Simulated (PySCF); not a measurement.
## Ne²⁺: ionisation energy

Ne²⁺ [He] 2s2 2p4 (3P) → Ne³⁺ [He] 2s2 2p3 (4S), as a difference of total energies. Calculation: PySCF 2.14, in x2c-TZVPPall with one added diffuse shell each of s, p, d type (6s4p3d1f, 40 functions); scalar relativity by spin-free X2C-1e. Correlated levels: valence: 1s2 frozen; valence and next inner shell: nothing frozen. The calculations carry no spin-orbit coupling.

```
                                method  ionisation energy (eV)  plus first-order spin-orbit estimate  error of that sum (eV)
                                   UHF                  61.848                                61.886                  -1.537
                                   LDA                  63.627                                63.665                  +0.242
                                   PBE                  63.878                                63.916                  +0.493
                                  PBE0                  63.736                                63.774                  +0.351
                                r2SCAN                  63.619                                63.657                  +0.234
                                 HSE06                  63.790                                63.828                  +0.405
                               r2SCANh                  63.582                                63.620                  +0.197
                                  BP86                  64.054                                64.092                  +0.669
                               wB97X-V                  63.600                                63.638                  +0.215
                         MP2 (valence)                  63.005                                63.043                  -0.380
                     SCS-MP2 (valence)                  63.096                                63.134                  -0.289
    MP2 (valence and next inner shell)                  63.018                                63.056                  -0.367
SCS-MP2 (valence and next inner shell)                  63.099                                63.137                  -0.286
```

Reference: 63.423 eV (measured; NIST Atomic Spectra Database, ionization energies).

A first-order spin-orbit estimate (lowest level to lowest level, LS coupling) adds 0.038 eV.

Errors of the correlated levels include the incompleteness of this basis and the frozen core.
